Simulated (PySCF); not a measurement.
## State search for NbSi

Unrestricted PBE0; Nb def2-TZVPP with ECP28, Si def2-TZVPP; scalar-relativistic core potentials (PySCF 2.14). Outer shells of the fragments: Nb 4d4 5s1; Si 3s2 3p2.

Followed along the bond (rough minima from three points):

| 2Ms+1 | unpaired | ⟨S²⟩ at the start | R at minimum (Å) | Te (eV) |
| --- | --- | --- | --- | --- |
| 6 | σ ↑, π ↑↑, δ ↑↑ | 8.77 | 2.44 | 0.00 |
| 4 | σ ↑, π ↑, δ ↑ | 4.24 | 2.36 | 0.09 |
| 4 | σ ↑↑, δ ↑ | 4.76 | 2.24 | 0.14 |
| 4 | σ ↑, π ↑, δ ↑ | 4.25 | 2.36 | 0.14 |
| 6 | σ ↑↑, π ↑, δ ↑↑ | 9.14 | 2.35 | 0.34 |
| 2 | σ ↑, π ↓, δ ↑ | 2.34 | 2.37 | 0.39 |

Solutions found at the starting distance of 2.475 Å, counted from the lowest of them; the search is not exhaustive and high or unbound solutions are not listed, so other states can lie among these:

```
2Ms+1         unpaired   term  E (eV)  ⟨S²⟩  ⟨Lz²⟩  μ (D)
    6  σ ↑, π ↑↑, δ ↑↑    ⁶Σ⁺    0.00  8.77   0.00  -3.14
    4    σ ↑, π ↑, δ ↑  mixed    0.17  4.24   4.72  -3.53
    4    σ ↑, π ↑, δ ↑  mixed    0.21  4.25   5.08  -3.42
    4        σ ↑↑, δ ↑  mixed    0.38  4.76   4.00  -3.40
    6  σ ↑↑, π ↑, δ ↑↑  mixed    0.42  9.14   1.19  -2.80
    2    σ ↑, π ↓, δ ↑  mixed    0.46  2.34   4.46  -3.32
```

A term symbol is given only where ⟨S²⟩ and ⟨Lz²⟩ are close to those of a pure state; real π, δ and φ orbitals otherwise mix terms. A positive dipole means Nb(−)Si(+).

Problem. Compare the gap between the two lowest followed solutions at the starting distance with the gap between their minima.

Solution. At PBE0 the second solution (Ms = 1.5 of mixed spin, unpaired electrons σ ↑, π ↑, δ ↑) lies +0.17 eV from the first (sextet, unpaired electrons σ ↑, π ↑↑, δ ↑↑) at 2.475 Å and +0.09 eV at the minima; the two curves relax by different amounts, since their minima lie near 2.36 and 2.44 Å.

Spin–orbit coupling is left out. With d or f electrons several states lie close, and the lowest PBE0 determinant need not be the measured ground state.
